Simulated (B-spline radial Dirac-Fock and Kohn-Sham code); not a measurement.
**K-shell conversion coefficients of Ge against transition energy**

Model: a Dirac-Hartree-Slater potential of the neutral atom with a Latter tail (no hole, which puts coefficients of high multipoles low close above an edge), finite nucleus with surface currents. Program: a radial atomic solver. Subshells within 1 keV of threshold and pair formation are left out.

```
energy (keV)        E1        E2        E5        M1        M3        M4
        17.3      9.87       201    518000      10.9     12100    219000
        19.6      7.03       151    543000      7.54      7750    153000
          20      6.66       143    534000      7.10      7180    143000
        32.5      1.71      34.5    135000      1.70       970     18700
        35.1      1.37      26.9     97000      1.36       694     13000
          50     0.489      8.03     17700     0.490       146      2240
        53.9     0.392      6.16     12000     0.396       104      1530
        67.7     0.199      2.72      3480     0.208      38.0       477
        75.1     0.146      1.87      1950     0.156      24.1       280
         100    0.0620     0.650       381    0.0710      6.87      64.5
         118    0.0377     0.351       146    0.0455      3.36      27.8
         144    0.0208     0.167      45.6    0.0268      1.44      10.3
         200   0.00784    0.0495      6.77    0.0115     0.373      2.06
         210   0.00679    0.0414      5.12    0.0101     0.306      1.63
         236   0.00484    0.0271      2.63   0.00754     0.192     0.937
         339   0.00174   0.00752     0.356   0.00311    0.0479     0.180
         500  0.000632   0.00211    0.0492   0.00125    0.0120    0.0349
         663  0.000324  0.000917    0.0135  0.000666   0.00468    0.0116
         687  0.000299  0.000831    0.0116  0.000616   0.00418    0.0102
         814  0.000208  0.000528   0.00574  0.000428   0.00246   0.00548
        1000  0.000138  0.000318   0.00262  0.000279   0.00134   0.00270
        1240  9.26e-05  0.000195   0.00125  0.000181  0.000730   0.00135
        1260  9.00e-05  0.000189   0.00118  0.000175  0.000699   0.00129
        1380  7.69e-05  0.000156  0.000884  0.000147  0.000548  0.000974
        1550  6.34e-05  0.000123  0.000620  0.000117  0.000404  0.000690
        1870  4.72e-05  8.55e-05  0.000363  8.29e-05  0.000253  0.000407
        2000  4.26e-05  7.55e-05  0.000302  7.34e-05  0.000215  0.000339
        2040  4.14e-05  7.28e-05  0.000287  7.09e-05  0.000205  0.000321
```

**Question.** How fast do they fall between 1870 and 2040 keV?

**Answer.** As powers of the energy: E1 E^-1.51, E2 E^-1.84, E5 E^-2.70, M1 E^-1.80, M3 E^-2.41, M4 E^-2.70. Within one type (E or M) the higher multipoles fall faster.

Values without a named source are computed, but for edge energies of neutral atoms, which are taken from tables.
